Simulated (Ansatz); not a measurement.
`C[SiH2][SiH2][TeH]` + `C#CSS` → `C#CSS[SiH2]C` + `[SiH3][TeH]`  (cleavage of the Si–Si bond)

Isolated molecules relaxed with PBE0-D4/def2-TZVP in Ansatz; ΔE leaves out vibrations. CCSD(T)/CBS adds triple-zeta CCSD(T) − MP2 to the extrapolated MP2 energy (def2 sets, frozen cores). Functionals use def2-TZVPP. B3LYP here is the variant with VWN-RPA as its local correlation; programs differ in this. Elements past krypton have def2 core potentials. For Te outer-core shells are correlated without core-valence functions, which leaves a few kJ/mol of doubt a bond. One conformer a species, not always the lowest.

```
   level  ΔE (kJ/mol)
B3LYP-D4        -52.8
  B2PLYP        -57.0
```

Question: What does CCSD(T)/CBS give? (An estimate is asked.)

Answer: Ansatz gave: -54.6 kJ/mol. The listed levels differ from it by 1.8, -2.4 kJ/mol.

Largest T1 diagnostic among the species: 0.014.

From PBE to PBE0 (25 % exact exchange), in def2-TZVPP and without D4, ΔE moves by −3.2 kJ/mol.

CCSD(T)/CBS has its own doubt, a few kJ/mol and more with outer-core shells, so smaller differences from it don't rank the levels.
